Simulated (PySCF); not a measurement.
## Radial density of Ni²⁺ (nickel, charge +2)

UHF, [Ar] 3d7 4s1, high-spin 5F determinant (an excited configuration). Calculation: PySCF 2.14, in aug-cc-pVTZ (8s7p5d3f2g, 93 functions); the non-relativistic Hamiltonian (point nucleus).

```csv
r (bohr),4πr²ρ (e/bohr),4πr²(ρα − ρβ)
0.000960,0.1639,0.0001
0.00161,0.4469,0.0003
0.00271,1.189,0.0007
0.00457,3.032,0.0017
0.00768,7.209,0.0040
0.0129,15.23,0.0083
0.0217,26.47,0.0133
0.0365,33.68,0.0131
0.0615,29.21,0.0076
0.103,28.63,0.0548
0.174,38.34,0.3201
0.293,22.48,1.3048
0.492,17.92,3.2055
0.828,16.54,2.8840
1.39,3.885,1.1743
2.34,0.7138,0.5696
3.94,0.07596,0.0750
6.63,0.0004563,0.0005
```
